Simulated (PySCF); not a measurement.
BeH₅NSi, SMILES [NH2][Be][SiH3]. Atoms are numbered in the order given.

```xyz
8

Be     0.6043     0.0795    -0.5259
N      1.7190     0.2427    -1.5201
H      2.3681    -0.4812    -1.7942
H      1.9358     1.0944    -2.0182
Si    -1.0272    -0.1452     0.9086
H     -1.8530    -1.3575     0.6515
H     -1.9646     1.0119     0.8688
H     -0.5562    -0.2510     2.3168
```
Charge 0, spin multiplicity 1.

Geometry: TPSSh-D3(BJ)/def2-TZVP. The values are those of a single conformer.

The numbers are results of TDA-ωB97X/def2-SVPD (PySCF), not measurements.

Vertical excitations. The molecule is in vacuum.

| state | energy (eV) | λ (nm) | f | main pairs |
|---|---|---|---|---|
| S1 | 5.75 | 215 | 0.000 | HOMO→LUMO 86 % |
| S2 | 6.21 | 200 | 0.113 | HOMO−1→LUMO 89 % |
| S3 | 6.55 | 189 | 0.013 | HOMO→LUMO+1 75 %, HOMO−1→LUMO+2 15 % |
| S4 | 6.82 | 182 | 0.172 | HOMO−1→LUMO+2 67 %, HOMO→LUMO+1 18 % |
| S5 | 7.29 | 170 | 0.001 | HOMO→LUMO+2 49 %, HOMO−1→LUMO+1 28 %, HOMO−1→LUMO+3 15 % |
| S6 | 7.59 | 163 | 0.587 | HOMO→LUMO+2 35 %, HOMO−1→LUMO+1 30 %, HOMO−1→LUMO+3 23 %, HOMO→LUMO+5 6 % |
| S7 | 7.99 | 155 | 0.004 | HOMO−3→LUMO 74 % |
| S8 | 8.30 | 149 | 0.048 | HOMO−2→LUMO 73 % |
| S9 | 8.34 | 149 | 0.000 | HOMO→LUMO+4 69 %, HOMO→LUMO+10 14 % |
| S10 | 8.40 | 148 | 0.001 | HOMO→LUMO+3 76 %, HOMO→LUMO+9 12 % |
| T1 | 5.03 | 247 | 0 | HOMO−1→LUMO 84 %, HOMO−1→LUMO+4 13 % |
| T2 | 5.56 | 223 | 0 | HOMO−1→LUMO+2 75 %, HOMO−1→LUMO+5 21 % |
| T3 | 5.73 | 216 | 0 | HOMO→LUMO 86 % |
| T4 | 6.11 | 203 | 0 | HOMO→LUMO+2 82 % |
Triplets are in the Tamm–Dancoff approximation.
